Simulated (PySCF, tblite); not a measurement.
C4H12Si2.
Atom-mapped SMILES: `[CH3:1][CH2:2][SiH:3]1[CH2:4][SiH2:5][CH2:6]1` (hydrogens: H7, H8, H9 on C1; H10, H11 on C2; H12 on Si3; H13, H14 on C4; H15, H16 on Si5; H17, H18 on C6)

Computed with GFN2-xTB (tblite), gas phase: Langevin dynamics at 300 K from the optimised GFN2-xTB geometry, time step 0.5 fs, friction 0.01 fs⁻¹, 2000 steps. Over the second half of the run the saved frames average 312 K.

Frame at 250 fs, instantaneous temperature 327 K:
```
atom  x, y, z in Å
C1      2.720   -0.353    0.821
C2      1.265   -0.152    1.348
Si3    -0.137   -0.905    0.255
C4     -0.517    0.068   -1.310
Si5    -2.362    0.096   -1.058
C6     -2.029   -0.531    0.696
H7      2.945   -1.405    0.593
H8      3.293    0.062    1.595
H9      2.838    0.279   -0.018
H10     1.039    0.947    1.498
H11     1.190   -0.717    2.259
H12     0.275   -2.379    0.025
H13    -0.052    1.085   -1.262
H14    -0.171   -0.386   -2.213
H15    -3.083   -0.850   -1.832
H16    -2.925    1.440   -0.860
H17    -2.203    0.276    1.444
H18    -2.492   -1.402    1.181
```

Frame at 425 fs, instantaneous temperature 300 K:
```
atom  x, y, z in Å
C1      3.104   -1.059    1.504
C2      1.644   -0.726    1.566
Si3     0.473   -1.055    0.134
C4     -0.029    0.022   -1.363
Si5    -1.910    0.133   -1.063
C6     -1.397   -0.586    0.644
H7      3.318   -2.069    1.250
H8      3.620   -0.875    2.524
H9      3.637   -0.411    0.789
H10     1.638    0.315    1.762
H11     1.344   -1.254    2.546
H12     0.569   -2.444   -0.251
H13     0.421    1.017   -1.358
H14     0.143   -0.450   -2.315
H15    -2.596   -0.785   -1.985
H16    -2.519    1.421   -1.188
H17    -1.344    0.222    1.334
H18    -2.074   -1.361    1.020
```

Frame at 625 fs, instantaneous temperature 337 K:
```
atom  x, y, z in Å
C1      2.919   -0.553    1.428
C2      1.439   -0.800    1.776
Si3     0.371   -1.313    0.269
C4      0.250    0.155   -1.045
Si5    -1.668    0.259   -0.824
C6     -1.543   -1.202    0.461
H7      3.431   -1.481    1.214
H8      3.442   -0.015    2.281
H9      3.026    0.171    0.620
H10     1.003    0.074    2.220
H11     1.355   -1.662    2.385
H12     0.775   -2.632   -0.360
H13     0.844    1.029   -0.758
H14     0.573   -0.026   -2.042
H15    -2.097   -0.291   -2.155
H16    -2.592    1.327   -0.396
H17    -1.998   -0.866    1.398
H18    -2.129   -2.061    0.077
```

Frame at 800 fs, instantaneous temperature 274 K:
```
atom  x, y, z in Å
C1      2.925   -0.769    1.480
C2      1.422   -0.871    1.535
Si3     0.603   -1.012   -0.129
C4     -0.081    0.544   -1.033
Si5    -1.868   -0.107   -0.705
C6     -1.245   -1.478    0.304
H7      3.342   -1.592    0.937
H8      3.421   -0.820    2.452
H9      3.274    0.128    0.994
H10     1.006   -0.052    2.205
H11     1.290   -1.859    2.165
H12     1.330   -1.858   -0.988
H13     0.306    1.495   -0.634
H14     0.100    0.485   -2.088
H15    -2.615   -0.294   -1.954
H16    -2.780    0.727    0.138
H17    -1.504   -1.218    1.333
H18    -1.587   -2.474    0.192
```

Frame at 1000 fs, instantaneous temperature 298 K:
```
atom  x, y, z in Å
C1      3.191   -1.221    1.176
C2      1.671   -1.034    1.396
Si3     0.691   -0.695   -0.292
C4     -0.224    0.956   -0.608
Si5    -1.931    0.140   -0.433
C6     -1.082   -1.434    0.103
H7      3.312   -2.129    0.561
H8      3.829   -1.378    2.051
H9      3.615   -0.371    0.660
H10     1.386   -0.349    2.174
H11     1.290   -2.054    1.702
H12     1.408   -1.208   -1.493
H13    -0.166    1.747    0.128
H14     0.012    1.375   -1.573
H15    -2.423    0.015   -1.868
H16    -3.106    0.665    0.342
H17    -1.228   -1.730    1.137
H18    -1.270   -2.333   -0.519
```

**Question.** What do single points at PBE0/pcSseg-1 (PySCF, gas phase) give on these frames?

**Answer.** 
| t (fs) | GFN2-xTB E above start (eV) | DFT E above lowest frame (eV) | HOMO (eV) | LUMO (eV) | dipole (D) |
| --- | --- | --- | --- | --- | --- |
| 250 | 0.61 | 0.14 | -7.37 | 0.21 | 0.63 |
| 425 | 0.71 | 0.53 | -7.15 | -0.18 | 1.24 |
| 625 | 0.48 | 0.00 | -7.34 | 0.03 | 1.20 |
| 800 | 0.65 | 0.09 | -7.46 | 0.14 | 1.28 |
| 1000 | 0.53 | 0.07 | -7.32 | -0.02 | 1.09 |

The two levels order the frames alike by energy but for pairs within 0.08 eV at one level; measured from each level's lowest frame they differ by 0.30 eV at most. The HOMO–LUMO gap runs from 6.97 to 7.60 eV. These are instantaneous structures, not minima.

**Question.** And the isotropic GIAO shieldings (ppm) from the same runs?

**Answer.** 
```json
{"atom": "C1", "250 fs": "179.5", "425 fs": "170.7", "625 fs": "176.1", "800 fs": "176.0", "1000 fs": "173.2", "mean": "175.1", "range": "8.8"}
{"atom": "C2", "250 fs": "165.2", "425 fs": "172.5", "625 fs": "177.7", "800 fs": "163.3", "1000 fs": "162.2", "mean": "168.2", "range": "15.5"}
{"atom": "Si3", "250 fs": "337.1", "425 fs": "367.8", "625 fs": "346.5", "800 fs": "350.3", "1000 fs": "347.2", "mean": "349.8", "range": "30.7"}
{"atom": "C4", "250 fs": "189.3", "425 fs": "184.3", "625 fs": "180.4", "800 fs": "190.1", "1000 fs": "185.1", "mean": "185.8", "range": "9.7"}
{"atom": "Si5", "250 fs": "396.1", "425 fs": "400.5", "625 fs": "386.3", "800 fs": "385.7", "1000 fs": "390.5", "mean": "391.8", "range": "14.8"}
{"atom": "C6", "250 fs": "181.4", "425 fs": "174.0", "625 fs": "185.8", "800 fs": "191.4", "1000 fs": "180.9", "mean": "182.7", "range": "17.4"}
{"atom": "H7", "250 fs": "30.5", "425 fs": "30.9", "625 fs": "30.7", "800 fs": "31.1", "1000 fs": "30.1", "mean": "30.7", "range": "1.0"}
{"atom": "H8", "250 fs": "30.9", "425 fs": "28.9", "625 fs": "29.3", "800 fs": "30.3", "1000 fs": "30.3", "mean": "29.9", "range": "2.0"}
{"atom": "H9", "250 fs": "31.4", "425 fs": "30.2", "625 fs": "30.5", "800 fs": "31.0", "1000 fs": "30.8", "mean": "30.8", "range": "1.2"}
{"atom": "H10", "250 fs": "29.9", "425 fs": "31.0", "625 fs": "31.2", "800 fs": "29.2", "1000 fs": "30.4", "mean": "30.3", "range": "2.0"}
{"atom": "H11", "250 fs": "30.9", "425 fs": "28.8", "625 fs": "31.4", "800 fs": "28.4", "1000 fs": "29.7", "mean": "29.8", "range": "3.0"}
{"atom": "H12", "250 fs": "26.0", "425 fs": "27.3", "625 fs": "26.0", "800 fs": "27.3", "1000 fs": "26.5", "mean": "26.6", "range": "1.3"}
{"atom": "H13", "250 fs": "30.5", "425 fs": "30.6", "625 fs": "30.9", "800 fs": "30.8", "1000 fs": "31.0", "mean": "30.8", "range": "0.5"}
{"atom": "H14", "250 fs": "31.7", "425 fs": "30.8", "625 fs": "31.1", "800 fs": "31.4", "1000 fs": "31.0", "mean": "31.2", "range": "0.9"}
{"atom": "H15", "250 fs": "27.3", "425 fs": "27.4", "625 fs": "26.3", "800 fs": "26.7", "1000 fs": "26.2", "mean": "26.8", "range": "1.2"}
{"atom": "H16", "250 fs": "26.7", "425 fs": "27.7", "625 fs": "26.5", "800 fs": "26.4", "1000 fs": "26.4", "mean": "26.7", "range": "1.3"}
```

What follows is the cost of the whole dynamics run. Hardware: Intel Xeon Platinum 8488C, one thread, on a shared host. Cost: 16 s, 0.18 GiB resident at most.
